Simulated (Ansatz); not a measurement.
`[I][Zn][I]`. Total charge 0; spin multiplicity 1. I: def2 effective core potential. All single points use the PBE0-D4/def2-TZVP geometry.

```xyz
3

I    -1.864    1.304    0.813
Zn    0.000    0.000    0.000
I     1.864   -1.304   -0.813
```

Problem. What is the dipole moment at PBE/def2-TZVPP? (Estimate.)

Solution. Computed: 0.00 D, zero by symmetry or nearly so.

Problem. Give the Mulliken charges with PBE, B3LYP, ωB97M-V in def2-TZVPP. (Estimate.)

Solution. Computed: 
```json
{"atom": "I1", "PBE": "-0.13", "B3LYP": "-0.15", "ωB97M-V": "-0.16"}
{"atom": "Zn2", "PBE": "0.25", "B3LYP": "0.30", "ωB97M-V": "0.32"}
{"atom": "I3", "PBE": "-0.13", "B3LYP": "-0.15", "ωB97M-V": "-0.16"}
```

B3LYP here is the variant with VWN-RPA as its local correlation; programs differ in this.
